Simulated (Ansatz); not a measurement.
`[SiH3]/C=C(\[SiH3])Cl` → `[SiH3]C1(Cl)C[SiH2]1`  (isomerisation)

Computed with Ansatz on PBE0-D4/def2-TZVP structures; ΔE is electronic, products minus reactants. CCSD(T)/CBS adds triple-zeta CCSD(T) − MP2 to the extrapolated MP2 energy (def2 sets, frozen cores). DFT in def2-TZVPP. B3LYP here is the variant with VWN-RPA as its local correlation; programs differ in this.

(1) Is it downhill or uphill in electronic energy at CCSD(T)/CBS, and by how much? (Best estimate.)

(2) What do these levels give: r2SCAN-D4, ωB97X-V, ωB97M-V, r2SCAN, PBE0, B3LYP, MP2/def2-TZVPP, CCSD/def2-TZVPP, HF/def2-QZVPP, MP2/def2-QZVPP, SCS-MP2/def2-QZVPP, MP2/CBS(def2)? (An estimate is asked.)

Largest T1 diagnostic among the species: 0.012.

Results:

(1) The calculation gave: Uphill: ΔE = +35.8 kJ/mol.

(2) Computed: r2SCAN-D4 31.8, ωB97X-V 28.6, ωB97M-V 30.3, r2SCAN 31.8, PBE0 25.2, B3LYP 49.3, MP2/def2-TZVPP 28.4, CCSD/def2-TZVPP 39.8, HF/def2-QZVPP 63.3, MP2/def2-QZVPP 26.3, SCS-MP2/def2-QZVPP 37.5, MP2/CBS(def2) 25.0 kJ/mol.

From PBE to PBE0 (25 % exact exchange), in def2-TZVPP and without D4, ΔE moves by −5.0 kJ/mol. In def2-TZVPP, CCSD(T) changes the Hartree–Fock value by −24.6 kJ/mol (the triples alone add −0.7 kJ/mol) and MP2 by −35.4 kJ/mol.
